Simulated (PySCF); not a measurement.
## Interval between two levels of Co by level of theory

Co [Ar] 3d7 4s2 [4F9/2, M_J = 9/2] → Co [Ar] 3d8 4s1 [4F9/2, M_J = 9/2], as a difference of total energies. Calculation: PySCF 2.14, in x2c-TZVPall-2c (6s7p4d1f, 54 functions); the two-component X2C-1e Hamiltonian. Correlated levels: [Ne] frozen; the 6 highest virtual spinors dropped. "Screened" scales the spin-orbit matrix elements by Boettger's factors to mimic the two-electron term; Breit and QED terms are absent.

```tsv
method	interval between two levels (cm⁻¹)
GHF (spin-free)	15446
GMP2 (spin-free)	-589.12
GHF (screened spin-orbit)	15533
GMP2 (screened spin-orbit)	-501.40
```

Errors of the correlated levels include the incompleteness of this basis and the frozen core.

The labels give the starting determinants; with spin-orbit coupling the two ends relaxed to ⟨J²⟩ = 24.76, ⟨L²⟩ = 12.02, ⟨S²⟩ = 3.76 and ⟨J²⟩ = 24.76, ⟨L²⟩ = 12.01, ⟨S²⟩ = 3.75.

For comparison: 3482.8 cm⁻¹ (measured; NIST Handbook of Basic Atomic Spectroscopic Data (Sansonetti and Martin, J. Phys. Chem. Ref. Data 34, 1559 (2005))).
